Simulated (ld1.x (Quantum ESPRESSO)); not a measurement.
# Before and after: RRKJ potential for Ge (Z = 32)

Ge (Z = 32), norm-conserving RRKJ (Kleinman–Bylander form), made with ld1.x (Quantum ESPRESSO) 7.5 (PBEsol, scalar-relativistic). Core [Ar] 3d10, reference 4s2 4p1.5 (charge +0.5). Waves: 4p (bound): rc 1.90 bohr; 4d channel at 0.25 Ry: rc 2.05 bohr; 4s (bound): rc 1.85 bohr. Local part: the s channel. Core correction: none. rho0 = 0.005.

Change: wave 4s (bound): rc 1.85 bohr becomes 4s (bound): rc 2.04 bohr.

Cutoffs: the cutoffs (Ry, on a coarse ladder) from which the occupation-weighted sum of valence levels, in a spherical-Bessel basis at the reference potential, stays within 10 and 1 mRy of its value at 400 Ry; they do not see the model core or the augmentation charge, which bear on the density cutoff. Errors are all-electron minus pseudo energies relative to the spin-unpolarised reference configuration.

Question: Predict the effect on cutoff, ghosts and configuration errors.

Answer: The potential gets softer (30 Ry and 40 Ry → 25 Ry and 35 Ry); both files keep a bound ghost (d); of the 7 tests that both files solve, the error grows in 1 and shrinks in 3 by more than 15 % and 0.3 meV (median size 7.7 → 6.3 meV); the range in which the d phases agree widens (upper end 1.3 → at the end of the scan). A larger radius leaves more room for a smooth pseudo-wave, so fewer plane waves are needed.

```csv
quantity,base,changed
"cutoff, loose",30 Ry,25 Ry
"cutoff, tight",40 Ry,35 Ry
loose cutoff by channel (10 mRy a level),"p 18 Ry, s 15 Ry","p 18 Ry, s 12 Ry"
bound ghosts,d,d
"error for 4s2 4p2, meV [ΔE -2.80 eV]",-0.3,-0.2
"error for 4s2 4p1, meV [ΔE 4.65 eV]",-1.8,-1.5
"error for 4s2 4p0, meV [ΔE 20.10 eV]",-11,-6.3
"error for 4s1 4p2, meV [ΔE 13.38 eV]",+7.7,+6.3
"error for 4s0 4p4, meV [ΔE 13.41 eV]",+38,+51
"error for 4s2 4p2.3, meV [ΔE -3.69 eV]",-0.9,-0.8
"error for 4s1 4p0, meV [ΔE 54.88 eV]",+37,+38
s: phases at 2.26 bohr within 0.05 rad from the reference energy up to (Ry; the scan ends near 5),2.9,2.3
p: phases at 2.26 bohr within 0.05 rad from the reference energy up to (Ry; the scan ends near 5),to the end of the scan,4.9
d: phases at 2.26 bohr within 0.05 rad from the reference energy up to (Ry; the scan ends near 5),1.3,to the end of the scan
```

 A true bound ghost makes a file unfit for plane-wave use even where its test errors are small: the radial tests pick states by their node count and pass the ghost by.
